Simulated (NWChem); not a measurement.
# C5H6; SMILES C=CC=C=C

```xyz
11

C      0.2128     2.5033     0.0000
C     -0.1562     1.2509     0.0000
C     -0.5250    -0.0135     0.0000
C      0.4032    -1.1442     0.0000
C      0.0179    -2.4280     0.0000
H      0.3743     3.0529     0.9267
H      0.3743     3.0529    -0.9267
H     -1.5908    -0.2488     0.0000
H      1.4631    -0.8959     0.0000
H     -1.0330    -2.7088     0.0000
H      0.7404    -3.2383     0.0000
```
Atoms are numbered in this order, from 1.

Program: NWChem. Pople sets run with spherical d functions. Structure relaxed at the B3LYP/6-31G* (spherical d) level. B3LYP is NWChem's, with the RPA form of VWN correlation. Level: B3LYP/6-31G* with SMD (1 M gas to 1 M solution), gas-phase geometry.

For solvent water:

```
Property                                     Result
-------------------------------------------  ------
solvation free energy (kcal/mol)                1.0
cavity-dispersion-structure term (kcal/mol)     4.5
```

Problem. What are these values for solvent toluene?

Solution. 
| Quantity | Result |
|---|---|
| solvation free energy (kcal/mol) | -3.4 |
| cavity-dispersion-structure term (kcal/mol) | -1.5 |
